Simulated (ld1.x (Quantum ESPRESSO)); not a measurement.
# Reading a pseudo-wave (Si)

Columns: radius, all-electron u(r) and pseudo u(r) of the 3p shell (level -4.09 eV) of silicon in the configuration [Ne] 3s2 3p2; PBE, non-relativistic, TM scheme, ld1.x (Quantum ESPRESSO) 7.5.

```
r (bohr)  all-electron   pseudo
   0.105        0.1076  -0.0040
   0.210        0.2214  -0.0159
   0.315        0.2590  -0.0353
   0.420        0.2322  -0.0620
   0.525        0.1656  -0.0952
   0.630        0.0787  -0.1342
   0.735       -0.0155  -0.1780
   0.840       -0.1090  -0.2255
   0.945       -0.1970  -0.2755
   1.050       -0.2771  -0.3266
   1.155       -0.3481  -0.3771
   1.260       -0.4101  -0.4257
   1.365       -0.4633  -0.4707
   1.470       -0.5079  -0.5109
   1.575       -0.5443  -0.5452
   1.680       -0.5730  -0.5732
   1.785       -0.5946  -0.5946
   1.890       -0.6098  -0.6098
   1.995       -0.6192  -0.6192
   2.100       -0.6237  -0.6237
   2.205       -0.6238  -0.6238
   2.310       -0.6203  -0.6203
   2.415       -0.6135  -0.6135
   2.520       -0.6042  -0.6042
   2.625       -0.5926  -0.5926
   2.730       -0.5793  -0.5793
```

Q: How many radial nodes do the two functions have?

A: The all-electron 3p function has n − l − 1 = 1; the pseudo-wave has 0, since the states of the same l below it are removed with the core.

Q: At about which radius was the pseudo-wave matched?

A: 1.95 bohr. The columns agree to 0.0005 from 1.68 bohr on; several derivatives are matched, so the curves merge somewhat inside the radius.

Q: Where does each function peak?

A: Outermost all-electron maximum near 2.21 bohr, pseudo maximum near 2.21 bohr (to the table’s step).

Q: Is the pseudo-wave norm-conserving?

A: Yes: the TM scheme keeps the norm inside the radius equal to the all-electron one, which fixes the energy derivative of the logarithmic derivative at the level.
